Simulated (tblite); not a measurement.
Species: C5H10AlBO.
Atom-mapped SMILES: `[CH3:1][BH:2][O:3][AlH:4][C@H:5]1[CH:6]=[CH:7][CH2:8]1` (hydrogens: H9, H10, H11 on C1; H12 on B2; H13 on Al4; H14 on C5; H15 on C6; H16 on C7; H17, H18 on C8)

Computed with GFN2-xTB (tblite), gas phase: L-BFGS steps from a force-field or distance-geometry start until the largest atomic force falls under 0.01 eV/Å.

Step 38: E = -604.4261 eV
```
atom  x, y, z in Å  |  force x, y, z in eV/Å
C1     -3.9157    0.5627   -0.4634   -0.019   0.040   0.032
B2     -2.9143   -0.5833   -0.0141   -0.024  -0.054  -0.076
O3     -1.5932   -0.3656   -0.0479   -0.001   0.005   0.042
Al4    -0.0005    0.1060    0.0125    0.021   0.044   0.028
C5      1.6434   -0.7704   -0.7304   -0.013  -0.030  -0.008
C6      2.3173    0.3279   -1.5103    0.004  -0.008  -0.022
C7      3.2945    0.5072   -0.6226    0.006   0.001  -0.008
C8      2.8442   -0.6118    0.2612   -0.010   0.004   0.023
H9     -3.5481    1.5432   -0.1687    0.008   0.017  -0.021
H10    -4.0005    0.5784   -1.5506    0.005  -0.034   0.041
H11    -4.9202    0.4408   -0.0654    0.028  -0.022  -0.017
H12    -3.3074   -1.6421    0.3304    0.005   0.008  -0.010
H13     0.1932    1.4717    0.6835    0.054  -0.014   0.016
H14     1.6045   -1.7409   -1.2380   -0.017  -0.017  -0.026
H15     2.0766    0.7875   -2.4545   -0.015   0.024  -0.009
H16     4.1150    1.1968   -0.5330    0.023  -0.013  -0.004
H17     2.5893   -0.3295    1.2863   -0.034   0.020   0.006
H18     3.5133   -1.4721    0.2838   -0.023   0.027   0.015
```

Step 39: E = -604.4270 eV
```
atom  x, y, z in Å  |  force x, y, z in eV/Å
C1     -3.9194    0.5624   -0.4631    0.013   0.021   0.023
B2     -2.9146   -0.5801   -0.0158   -0.013  -0.067  -0.047
O3     -1.5933   -0.3603   -0.0451    0.003   0.007   0.026
Al4     0.0017    0.1074    0.0113   -0.003   0.024   0.037
C5      1.6441   -0.7722   -0.7322    0.009  -0.004  -0.009
C6      2.3197    0.3262   -1.5121   -0.007   0.001  -0.016
C7      3.2954    0.5075   -0.6227    0.002  -0.007  -0.004
C8      2.8436   -0.6118    0.2617   -0.003   0.024   0.001
H9     -3.5516    1.5423   -0.1707   -0.001   0.052  -0.006
H10    -4.0031    0.5763   -1.5495   -0.010  -0.031   0.012
H11    -4.9225    0.4361   -0.0645    0.018  -0.010  -0.013
H12    -3.3095   -1.6381    0.3287    0.019  -0.006  -0.011
H13     0.1987    1.4683    0.6899    0.057  -0.006   0.014
H14     1.6056   -1.7428   -1.2399   -0.014  -0.011  -0.019
H15     2.0771    0.7870   -2.4560   -0.001   0.012   0.005
H16     4.1176    1.1967   -0.5326   -0.009  -0.033  -0.008
H17     2.5869   -0.3282    1.2863   -0.031   0.013  -0.007
H18     3.5148   -1.4703    0.2849   -0.030   0.021   0.022
```

Step 40: E = -604.4276 eV
```
atom  x, y, z in Å  |  force x, y, z in eV/Å
C1     -3.9213    0.5627   -0.4622    0.035   0.000   0.007
B2     -2.9148   -0.5791   -0.0186    0.003  -0.048  -0.008
O3     -1.5934   -0.3569   -0.0431    0.006   0.003   0.011
Al4     0.0030    0.1088    0.0112   -0.016  -0.001   0.036
C5      1.6444   -0.7733   -0.7336    0.016   0.015  -0.009
C6      2.3212    0.3251   -1.5134   -0.014   0.006  -0.010
C7      3.2958    0.5076   -0.6229   -0.004  -0.012  -0.003
C8      2.8429   -0.6113    0.2620   -0.003   0.029  -0.012
H9     -3.5537    1.5430   -0.1722   -0.010   0.060   0.003
H10    -4.0044    0.5740   -1.5482   -0.020  -0.022  -0.010
H11    -4.9235    0.4324   -0.0638    0.010   0.004  -0.005
H12    -3.3108   -1.6355    0.3276    0.025  -0.025  -0.017
H13     0.2035    1.4656    0.6942    0.058   0.006   0.017
H14     1.6057   -1.7441   -1.2413   -0.009  -0.003  -0.011
H15     2.0773    0.7871   -2.4567    0.007   0.005   0.009
H16     4.1194    1.1958   -0.5325   -0.025  -0.039  -0.011
H17     2.5848   -0.3271    1.2862   -0.031   0.013  -0.011
H18     3.5152   -1.4684    0.2862   -0.027   0.008   0.025
```

Step 41: E = -604.4282 eV
```
atom  x, y, z in Å  |  force x, y, z in eV/Å
C1     -3.9221    0.5631   -0.4614    0.047  -0.017  -0.012
B2     -2.9148   -0.5795   -0.0215    0.020  -0.013   0.028
O3     -1.5936   -0.3538   -0.0407    0.005  -0.007  -0.002
Al4     0.0038    0.1100    0.0120   -0.017  -0.023   0.030
C5      1.6446   -0.7740   -0.7350    0.008   0.024  -0.007
C6      2.3220    0.3243   -1.5145   -0.018   0.007  -0.003
C7      3.2958    0.5075   -0.6233   -0.011  -0.013  -0.005
C8      2.8419   -0.6103    0.2621   -0.010   0.020  -0.017
H9     -3.5547    1.5442   -0.1734   -0.016   0.051   0.006
H10    -4.0055    0.5717   -1.5472   -0.025  -0.012  -0.022
H11    -4.9237    0.4302   -0.0634    0.004   0.013   0.004
H12    -3.3108   -1.6347    0.3262    0.026  -0.040  -0.025
H13     0.2084    1.4637    0.6977    0.057   0.017   0.021
H14     1.6056   -1.7452   -1.2429   -0.005   0.010  -0.001
H15     2.0773    0.7875   -2.4570    0.011   0.002   0.004
H16     4.1203    1.1943   -0.5327   -0.024  -0.032  -0.011
H17     2.5824   -0.3258    1.2859   -0.032   0.016  -0.014
H18     3.5144   -1.4667    0.2880   -0.018  -0.005   0.026
```

Problem. Estimate the geometry and energy of step 42. (The exact step hangs on the optimiser's Hessian estimate; all steps are aligned on step 41, rigid shifts and turns removed.)

Solution. E = -604.4290 eV, largest force 0.076 eV/Å
```
atom  x, y, z in Å  |  force x, y, z in eV/Å
C1     -3.9217    0.5634   -0.4607    0.044  -0.024  -0.027
B2     -2.9145   -0.5808   -0.0241    0.033   0.032   0.061
O3     -1.5937   -0.3503   -0.0361    0.006  -0.022  -0.014
Al4     0.0046    0.1111    0.0139   -0.007  -0.041   0.021
C5      1.6446   -0.7745   -0.7369   -0.015   0.028   0.000
C6      2.3223    0.3236   -1.5161   -0.021   0.007   0.005
C7      3.2954    0.5070   -0.6241   -0.017  -0.011  -0.008
C8      2.8403   -0.6089    0.2621   -0.023  -0.001  -0.018
H9     -3.5547    1.5457   -0.1747   -0.022   0.027   0.003
H10    -4.0067    0.5690   -1.5464   -0.024  -0.002  -0.026
H11    -4.9232    0.4291   -0.0630    0.004   0.019   0.012
H12    -3.3097   -1.6359    0.3230    0.024  -0.052  -0.034
H13     0.2145    1.4622    0.7014    0.056   0.025   0.024
H14     1.6052   -1.7462   -1.2450    0.001   0.026   0.012
H15     2.0769    0.7885   -2.4572    0.014   0.000  -0.008
H16     4.1209    1.1916   -0.5336   -0.012  -0.014  -0.010
H17     2.5784   -0.3233    1.2852   -0.032   0.020  -0.020
H18     3.5123   -1.4650    0.2911   -0.009  -0.018   0.026
```

The energy changes by -0.0008 eV. The first-order estimate −F·Δx gives -0.0010 eV and the mean of the old and new forces, exact on a quadratic surface, -0.0008 eV. The step makes an angle of 62° with the force vector and moves no atom by more than 0.007 Å.

What follows is the cost of the whole relaxation. The run took 1.7 s of wall time on an Arm Neoverse N1 with one thread, no GPU, shared host.
